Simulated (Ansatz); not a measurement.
Reaction (cleavage of the Si–Al bond): `[CH3][Al]([SiH3])[O][SiH3]` + `[OH][Cd][F]` → `[F][Cd][O][SiH3]` + `[CH3][AlH][O][SiH3]`

Computed with Ansatz on PBE0-D4/def2-TZVP structures; ΔE is electronic, products minus reactants. CCSD(T)/CBS adds triple-zeta CCSD(T) − MP2 to the extrapolated MP2 energy (def2 sets, frozen cores). DFT in def2-TZVPP. B3LYP here is the variant with VWN-RPA as its local correlation; programs differ in this. HSE06 is defined as in plane-wave codes. Elements past krypton have def2 core potentials. For Cd outer-core shells are correlated without core-valence functions, which leaves a few kJ/mol of doubt a bond. Each species was taken in one conformer, which may not be the lowest.

(1) Is it downhill or uphill in electronic energy at CCSD(T)/CBS, and by how much? (Estimate.)

(2) What do these levels give: PBE0-D4, r2SCAN0-D4, BHLYP-D4, B3LYP, HSE06, HF/def2-QZVPP? (Best estimate.)

Largest T1 diagnostic among the species: 0.017.

## Answers

(1) The calculation gave: Downhill: ΔE = -22.9 kcal/mol.

(2) The calculation gave: PBE0-D4 -18.7, r2SCAN0-D4 -22.8, BHLYP-D4 -26.2, B3LYP -23.0, HSE06 -19.0, HF/def2-QZVPP -31.8 kcal/mol.

From BLYP to BHLYP (50 % exact exchange), in def2-TZVPP and without D4, ΔE moves by −5.9 kcal/mol. Leaving LDA and LC-ωPBE aside and taking each functional with its dispersion term where it has one, the values, not all of them listed here, spread over 10.4 kcal/mol, from BHLYP-D4 to PBE-D4.
